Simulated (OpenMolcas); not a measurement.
**Au: from CASSCF to CASPT2**

* Program: OpenMolcas
* Basis: ANO-RCC-VQZP [9s8p6d4f2g1h]
* Scalar Hamiltonian: DKH2, point nucleus
* Active space: 11 electrons in 6 orbitals (5d 6s)
* State averaging: 2S+1 = 2 even, 6 roots
* Spin-orbit coupling: RASSI with atomic mean-field integrals over the reference wave functions, term energies averaged over their components

Methods on the same reference wave functions:
A. CASSCF
B. SS-CASPT2, IPEA 0.25 Eh, imaginary shift 0.1 Eh (closed shells correlated: 5s 5p)

Energies in cm⁻¹ above 5d¹⁰ 6s ²S_1/2, the measured ground level; measured values from NIST Handbook of Basic Atomic Spectroscopic Data.

```
         Level      A      B  Measured
5d¹⁰ 6s ²S_1/2    0.0    0.0       0.0
5d⁹ 6s² ²D_5/2   5328   7460      9161
5d⁹ 6s² ²D_3/2  17569  19700     21435
```

Deviations, from unrounded energies. A percentage is the sum of absolute deviations over the sum of measured energies, with the sign that they share, or ± where signs differ.

```json
{"Against measurement": "mean absolute deviation (cm-1)", "Levels": "2", "A": "3800", "B": "1700"}
{"Against measurement": "other configurations (%)", "Levels": "2", "A": "-25.2", "B": "-11.2"}
```

B lies closest to measurement on these levels. The largest miss of B in the table is 5d⁹ 6s² ²D_3/2, by -1700 cm-1. The ranking rests on the paired levels alone, and a cruder setting can come out closer through cancelling errors.

The lowest spin-free term lies below A's lowest term by 0.693 hartree in B.

Term energies are means over components that CASPT2 splits; among the terms shown or strongly mixed into the levels shown the widest spread is 400 cm-1 (5d⁹ 6s² ²D, B). A single d shell beside an s shell can misplace configurations of different d count against each other. Without dynamic correlation excited terms often stand tens of per cent too high (terms of higher spin than the ground term too low), and those without a measured partner can miss by more than the paired ones (holds for A). Measured partners are found by configuration, term and J. A level has none where our copy of the source lacks it or the pairing is in doubt (some pairs that miss far off the trend of their configuration count as doubtful), and it then counts in no deviation. Levels of configurations outside the active space are missing.
